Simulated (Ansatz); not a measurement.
`BC[CH2][ZnH]` + H₂ → `C[CH2][ZnH]` + BH₃  (hydrogenolysis of a C–B bond)

Gas-phase electronic energies from Ansatz, PBE0-D4/def2-TZVP geometries. CCSD(T)/CBS adds triple-zeta CCSD(T) − MP2 to the extrapolated MP2 energy (def2 sets, frozen cores). This one scheme is used for every species. DFT in def2-TZVPP. B3LYP here is the variant with VWN-RPA as its local correlation; programs differ in this. For Zn outer-core shells are correlated without core-valence functions, which leaves a few kJ/mol of doubt a bond. Scalar relativity is left out up to krypton. Each species was taken in one conformer, which may not be the lowest.

(1) Is it downhill or uphill in electronic energy at CCSD(T)/CBS, and by how much? (An estimate is asked.)

(2) What do these levels give: PBE-D4, B3LYP-D4, ωB97X-V, CCSD(T)/def2-TZVPP, MP2/CBS(def2), CCSD/CBS(def2)? (Best estimate.)

Largest T1 diagnostic among the species: 0.014.

## Answers

(1) The calculation gave: Downhill: ΔE = -12.4 kJ/mol.

(2) The calculation gave: PBE-D4 -2.3, B3LYP-D4 -13.6, ωB97X-V -13.8, CCSD(T)/def2-TZVPP -14.8, MP2/CBS(def2) -9.0, CCSD/CBS(def2) -17.5 kJ/mol.

The D4 term adds +8.1 kJ/mol with B3LYP and +4.4 kJ/mol with PBE0; it sums over pairs of atoms, weighted by their polarisabilities, and B3LYP, whose exchange is more repulsive, gets the larger term. From PBE to PBE0 (25 % exact exchange), in def2-TZVPP and without D4, ΔE moves by −5.2 kJ/mol. In def2-TZVPP, CCSD(T) changes the Hartree–Fock value by +27.6 kJ/mol (the triples alone add +5.1 kJ/mol) and MP2 by +31.0 kJ/mol.
